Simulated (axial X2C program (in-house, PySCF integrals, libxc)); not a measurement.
## Ω levels of NbNC from open-shell CI on d3 s1 p(π)0

Computed with an in-house all-electron X2C program for linear molecules (integrals from PySCF): two-component X2C with atomic mean-field Coulomb and Gaunt terms, basis Nb dyall-v2z, N dyall-v2z, C dyall-v2z (cores contracted in-house). Orbitals come from Hartree–Fock averaged over the configuration Nb d3 s1 p(π)0; CI then distributes these electrons over the d, s, p(π) shells of Nb.

Nb–N–C held linear, bonds 2.169 and 1.170 Å (the second held) (near the minimum of the configuration average).

Active spinors (ω > 0):

```json
{"shell": "d", "ω": "3/2", "ε (eV)": "-1.87", "character": "100% Nb d"}
{"shell": "d", "ω": "5/2", "ε (eV)": "-1.77", "character": "100% Nb d"}
{"shell": "d", "ω": "1/2", "ε (eV)": "-1.43", "character": "96% Nb d"}
{"shell": "d", "ω": "3/2", "ε (eV)": "-1.37", "character": "96% Nb d"}
{"shell": "d", "ω": "1/2", "ε (eV)": "-0.97", "character": "83% Nb d, 10% Nb p"}
{"shell": "s", "ω": "1/2", "ε (eV)": "-3.32", "character": "72% Nb s, 26% Nb p"}
{"shell": "p(π)", "ω": "1/2", "ε (eV)": "1.03", "character": "94% Nb p"}
{"shell": "p(π)", "ω": "3/2", "ε (eV)": "1.05", "character": "94% Nb p"}
```

Lowest levels of this model:

```csv
Ω,energy (cm⁻¹),g∥,μ (D),configuration
0,0,0.00,-5.25,91% d3 s1 + 8% d4
0,49,0.00,-5.29,91% d3 s1 + 8% d4
1,110,1.17,-5.25,91% d3 s1 + 8% d4
2,292,5.11,-5.27,91% d3 s1 + 8% d4
1,318,5.81,-5.25,91% d3 s1 + 8% d4
3,554,9.20,-5.29,91% d3 s1 + 8% d4
0,649,0.00,-5.29,91% d3 s1 + 8% d4
0,720,0.00,-5.33,90% d3 s1 + 9% d4
1,899,1.03,-5.32,90% d3 s1 + 9% d4
2,1064,4.91,-5.34,90% d3 s1 + 9% d4
4,1156,12.00,-5.37,90% d3 s1 + 8% d4
3,1186,8.80,-5.36,90% d3 s1 + 9% d4
2,4013,7.98,-3.62,99% d3 s1
1,4054,3.99,-3.65,99% d3 s1
0,4068,0.00,-3.66,99% d3 s1
2,6307,2.01,-3.59,100% d3 s1
3,6647,6.01,-3.59,100% d3 s1
4,6968,10.00,-3.60,100% d3 s1
0,7226,0.00,-4.73,76% d3 s1 + 16% d2 s2
5,7272,13.98,-3.60,100% d3 s1
0,7823,0.00,-4.80,80% d3 s1 + 11% d2 s2
0,8468,0.00,-4.73,74% d3 s1 + 16% d2 s2
3,8824,6.01,-5.87,66% d3 s1 + 25% d2 s2
4,9423,10.00,-5.88,67% d3 s1 + 24% d2 s2
4,12609,7.18,-5.05,90% d3 s1 + 8% d4
5,12892,10.93,-5.01,91% d3 s1 + 7% d4
6,13559,14.00,-4.83,96% d3 s1
5,13806,11.08,-5.12,89% d3 s1 + 8% d4
5,17788,10.75,-5.01,92% d3 s1 + 6% d4
```

g∥ is the magnitude of 2⟨Lz + ge Sz⟩ for the +Ω component. μ is positive if the C end is positive.

This point took 0.61 s on 1 thread of Intel(R) Xeon(R) Platinum 8488C (Sapphire Rapids) (shared host).

There is no dynamic correlation: spin–orbit spacings and, for f shells, spacings inside one term are the most reliable numbers, splittings between terms come out too wide, and energies between configurations are not reliable, so the lowest level need not be the ground state of the molecule. For d shells the ligand-field splittings (σ, π, δ) and their order can be off by a thousand cm⁻¹ or more. At most 4 roots were kept for each Ω > 0 (twice that for Ω = 0) within 3.2 eV of the lowest, so higher up levels can be missing between those listed; levels with Ω > 0 are doubly degenerate and listed once, Ω = 0 levels singly. Some active spinors are only partly of the character that their shell is named for, so the shell names and counts are nominal. States that fill the shells left empty in the average are placed too high. The molecule was held linear; bending was not examined.
